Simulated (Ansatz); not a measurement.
Consider the atomization: `CO[SiH2]C[SiH3]` → 2 C• + 10 H• + O• + 2 Si•.

Calculated with Ansatz (gas phase, PBE0-D4/def2-TZVP geometries, no zero-point term in ΔE). CCSD(T)/CBS adds triple-zeta CCSD(T) − MP2 to the extrapolated MP2 energy (def2 sets, frozen cores). This one scheme is used for every species, atoms too. Functionals use def2-TZVPP. Open shells (•) are unrestricted, without spin–orbit coupling. Spin–orbit coupling would lower the free atoms: a little for C, O, Si. One conformer a species, not always the lowest.

CCSD(T)/CBS gives +5284.7 kJ/mol.

Question: Another level gave +3982.7 kJ/mol. Which?
A. HF/def2-TZVPP
B. PBE0-D4/def2-TZVPP
C. PBE/def2-TZVPP
D. SCS-MP2/def2-TZVPP

Answer: A. HF/def2-TZVPP 3982.7, SCS-MP2/def2-TZVPP 5201.9, PBE0-D4 5242.6, PBE 5254.5 kJ/mol.

Largest T1 diagnostic among the species: 0.012.

The D4 term adds +49.0 kJ/mol with B3LYP and +25.9 kJ/mol with PBE0; it sums over pairs of atoms, weighted by their polarisabilities, and B3LYP, whose exchange is more repulsive, gets the larger term. In def2-TZVPP, CCSD(T) changes the Hartree–Fock value by +1175.7 kJ/mol (the triples alone add +54.3 kJ/mol) and MP2 by +1199.4 kJ/mol; breaking electron pairs costs correlation energy, which Hartree–Fock lacks.

B3LYP here is the variant with VWN-RPA as its local correlation; programs differ in this.

For atomizations the MP2-based limit and the directly extrapolated one differ by several kJ/mol either way, and by 10 to 25 for some Ge, Se and Sn compounds, so smaller differences from it don't rank the levels.
